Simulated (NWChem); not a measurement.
The numbers come from NWChem runs, not from measurements. System: MgO, charge 0, spin multiplicity 1, at a geometry optimised with PBE0/def2-SVP. The structure started from a generated list of species. Level: CCSD(T)/def2-TZVP, 6 core orbitals frozen.

Input file:

```
start mol
memory heap 100 mb stack 700 mb global 1900 mb
geometry units angstroms nocenter noautoz
  Mg     0.000000     0.000000     0.699045
  O      0.000000     0.000000    -1.048568
  symmetry group C2v
end
basis spherical
  * library def2-tzvp
end
scf
  rhf
  nopen 0
  maxiter 100
  thresh 1e-7
  semidirect memsize 60000000 filesize 0
end
ccsd
  freeze core 6
  maxiter 60
end
task ccsd(t) energy
```

Part of the output:

```
             Northwest Computational Chemistry Package (NWChem) 7.3.0
             --------------------------------------------------------

                                NWChem Input Module
                                -------------------

 Scaling coordinates for geometry "geometry" by  1.889725989
 (inverse scale =  0.529177249)

 Turning off AUTOSYM since
 SYMMETRY directive was detected!

                             Geometry "geometry" -> ""
                             -------------------------

 Output coordinates in angstroms (scale by  1.889725989 to convert to a.u.)

  No.       Tag          Charge          X              Y              Z
 ---- ---------------- ---------- -------------- -------------- --------------
    1 Mg                  12.0000     0.00000000     0.00000000     0.69904500
    2 O                    8.0000     0.00000000     0.00000000    -1.04856800

 Effective nuclear repulsion energy (a.u.)      29.0688017908

            Nuclear Dipole moment (a.u.)
            ----------------------------
        X                 Y               Z
 ---------------- ---------------- ----------------
     0.0000000000     0.0000000000    -0.0000075589

      Symmetry information
      --------------------

 Group name             C2v
 Group number             16
 Group order               4
 No. of unique centers     2

      Symmetry unique atoms

     1    2


 Summary of "ao basis" -> "" (spherical)
 ------------------------------------------------------------------------------
       Tag                 Description            Shells   Functions and Types
 ---------------- ------------------------------  ------  ---------------------
 *                         def2-tzvp                  on all atoms

 Summary of "ao basis" -> "ao basis" (spherical)
 ------------------------------------------------------------------------------
       Tag                 Description            Shells   Functions and Types
 ---------------- ------------------------------  ------  ---------------------
 Mg                        def2-tzvp                12       32   5s4p3d
 O                         def2-tzvp                11       31   5s3p2d1f

                                 NWChem SCF Module
                                 -----------------

  ao basis        = "ao basis"
  functions       =    63
  atoms           =     2
  closed shells   =    10
  open shells     =     0
  charge          =   0.00
  wavefunction    = RHF
  use symmetry    = T
  symmetry adapt  = T

 Summary of "ao basis" -> "ao basis" (spherical)
 ------------------------------------------------------------------------------
       Tag                 Description            Shells   Functions and Types
 ---------------- ------------------------------  ------  ---------------------
 Mg                        def2-tzvp                12       32   5s4p3d
 O                         def2-tzvp                11       31   5s3p2d1f

      Symmetry analysis of basis
      --------------------------

        a1         29
        a2          6
        b1         14
        b2         14

 Forming initial guess at       0.1s

      Superposition of Atomic Density Guess
      -------------------------------------

 Sum of atomic energies:        -274.39093843

      Non-variational initial energy
      ------------------------------

 Total energy =    -274.193416
 1-e energy   =    -440.304756
 2-e energy   =     137.042538
 HOMO         =      -0.448438
 LUMO         =      -0.175508
[...]
task         2 out of       276 done   0%  at       0.0 secs
task        14 out of       276 done   5%  at       0.2 secs
task        28 out of       276 done  10%  at       0.3 secs
task        42 out of       276 done  15%  at       0.5 secs
task        56 out of       276 done  20%  at       0.6 secs
task        69 out of       276 done  25%  at       0.7 secs
task        83 out of       276 done  30%  at       0.8 secs
task        97 out of       276 done  35%  at       1.0 secs
task       111 out of       276 done  40%  at       1.0 secs
task       125 out of       276 done  45%  at       1.1 secs
task       138 out of       276 done  50%  at       1.2 secs
task       152 out of       276 done  55%  at       1.3 secs
task       166 out of       276 done  60%  at       1.4 secs
task       180 out of       276 done  65%  at       1.4 secs
task       194 out of       276 done  70%  at       1.5 secs
task       207 out of       276 done  75%  at       1.5 secs
task       221 out of       276 done  80%  at       1.6 secs
task       235 out of       276 done  85%  at       1.6 secs
task       249 out of       276 done  90%  at       1.7 secs
task       263 out of       276 done  95%  at       1.7 secs
task       276 out of       276 done 100%  at       1.7 secs
 commencing triples evaluation - blocking       1
 ccsd(t): done        1 out of       53 progress:    1.9%
 ccsd(t): done        2 out of       53 progress:    3.8%
 ccsd(t): done        3 out of       53 progress:    5.7%
 ccsd(t): done        4 out of       53 progress:    7.5%
 ccsd(t): done        5 out of       53 progress:    9.4%
 ccsd(t): done        6 out of       53 progress:   11.3%
 ccsd(t): done        7 out of       53 progress:   13.2%
 ccsd(t): done        8 out of       53 progress:   15.1%
 ccsd(t): done        9 out of       53 progress:   17.0%
 ccsd(t): done       10 out of       53 progress:   18.9%
 ccsd(t): done       11 out of       53 progress:   20.8%
 ccsd(t): done       12 out of       53 progress:   22.6%
 ccsd(t): done       13 out of       53 progress:   24.5%
 ccsd(t): done       14 out of       53 progress:   26.4%
 ccsd(t): done       15 out of       53 progress:   28.3%
 ccsd(t): done       16 out of       53 progress:   30.2%
 ccsd(t): done       17 out of       53 progress:   32.1%
 ccsd(t): done       18 out of       53 progress:   34.0%
 ccsd(t): done       19 out of       53 progress:   35.8%
 ccsd(t): done       20 out of       53 progress:   37.7%
 ccsd(t): done       21 out of       53 progress:   39.6%
 ccsd(t): done       22 out of       53 progress:   41.5%
 ccsd(t): done       23 out of       53 progress:   43.4%
 ccsd(t): done       24 out of       53 progress:   45.3%
 ccsd(t): done       25 out of       53 progress:   47.2%
 ccsd(t): done       26 out of       53 progress:   49.1%
 ccsd(t): done       27 out of       53 progress:   50.9%
 ccsd(t): done       28 out of       53 progress:   52.8%
 ccsd(t): done       29 out of       53 progress:   54.7%
 ccsd(t): done       30 out of       53 progress:   56.6%
 ccsd(t): done       31 out of       53 progress:   58.5%
 ccsd(t): done       32 out of       53 progress:   60.4%
 ccsd(t): done       33 out of       53 progress:   62.3%
 ccsd(t): done       34 out of       53 progress:   64.2%
 ccsd(t): done       35 out of       53 progress:   66.0%
 ccsd(t): done       36 out of       53 progress:   67.9%
 ccsd(t): done       37 out of       53 progress:   69.8%
 ccsd(t): done       38 out of       53 progress:   71.7%
 ccsd(t): done       39 out of       53 progress:   73.6%
 ccsd(t): done       40 out of       53 progress:   75.5%
 ccsd(t): done       41 out of       53 progress:   77.4%
 ccsd(t): done       42 out of       53 progress:   79.2%
 ccsd(t): done       43 out of       53 progress:   81.1%
 ccsd(t): done       44 out of       53 progress:   83.0%
 ccsd(t): done       45 out of       53 progress:   84.9%
 ccsd(t): done       46 out of       53 progress:   86.8%
 ccsd(t): done       47 out of       53 progress:   88.7%
 ccsd(t): done       48 out of       53 progress:   90.6%
 ccsd(t): done       49 out of       53 progress:   92.5%
 ccsd(t): done       50 out of       53 progress:   94.3%
 ccsd(t): done       51 out of       53 progress:   96.2%
 ccsd(t): done       52 out of       53 progress:   98.1%
 ccsd(t): done       53 out of       53 progress:  100.0%
 Time for integral evaluation pass     1        1.76
 Time for triples evaluation pass      1        0.26

 pseudo-e(mp4)  -0.28866515811589E-01
 pseudo-e(mp5)   0.61987641734885E-02
        e(t)    -0.22667751638101E-01

 --------------
 CCSD(T) Energy
 --------------
 Reference energy:                    -274.374677961493148

 CCSD corr. energy:                     -0.303552187037854
 T(CCSD) corr. energy:                  -0.028866515811589
 Total CCSD+T(CCSD) energy:           -274.707096664342600

 CCSD corr. energy:                     -0.303552187037854
 (T) corr. energy:                      -0.022667751638101
 Total CCSD(T) energy:                -274.700897900169082

 routine      calls  cpu(0)   cpu-min  cpu-ave  cpu-max   i/o
 aoccsd          1     0.00     0.00     0.00     0.00    0.00
 iterdrv         1     0.01     0.01     0.01     0.01    0.00
 pampt          19     0.04     0.04     0.04     0.04    0.00
 t2pm           19     0.10     0.10     0.10     0.10    0.00
 sxy            19     0.32     0.32     0.32     0.32    0.00
 ints      1436172    39.57    39.57    39.57    39.57    0.00
 t2eri        5244     2.41     2.41     2.41     2.41    0.00
 idx2         5244     0.36     0.36     0.36     0.36    0.00
 idx34          19     0.02     0.02     0.02     0.02    0.00
 ht2pm          19     0.11     0.11     0.11     0.11    0.00
 itm            19     0.27     0.27     0.27     0.27    0.00
 pdiis          19     0.02     0.02     0.02     0.02    0.00
 triples         1     0.00     0.00     0.00     0.00    0.00
 rdtrpo          1     0.00     0.00     0.00     0.00    0.00
 trpmos          1     1.76     1.76     1.76     1.76    0.00
 trpdrv          1     0.04     0.04     0.04     0.04    0.00
 dovvv        4240     0.11     0.11     0.11     0.11    0.00
 doooo        4240     0.02     0.02     0.02     0.02    0.00
 tengy        3392     0.09     0.09     0.09     0.09    0.00
 Total                45.26    45.26    45.26    45.26    0.00

 Task  times  cpu:       47.4s     wall:       47.4s

 Total times  cpu:       47.5s     wall:       47.5s
```
